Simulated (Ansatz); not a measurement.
C4H3IS (`Ic1cccs1`). Charge 0, multiplicity 1. Correlated methods include outer-core shells of I, which these sets cover unevenly. I takes the def2 core potential.

```xyz
9

I    -1.010   -2.503   -1.876
C    -0.461   -0.849   -0.778
C     0.409   -0.809    0.273
C     0.550    0.501    0.792
C    -0.210    1.418    0.128
S    -1.103    0.695   -1.133
H     0.923   -1.680    0.655
H     1.192    0.750    1.626
H    -0.291    2.478    0.314
```

Give the diagnostics of a CCSD(T)/def2-TZVPP run (frozen core, Ansatz). (Best estimate.)

Computed: T1 = 0.0113, largest single amplitude 0.030, largest double 0.058, (T) share of the correlation energy 4.4 %, 10 CCSD cycles. The RHF solution is unstable towards an unrestricted one. T1 lies under the customary mark of 0.02 for closed shells.
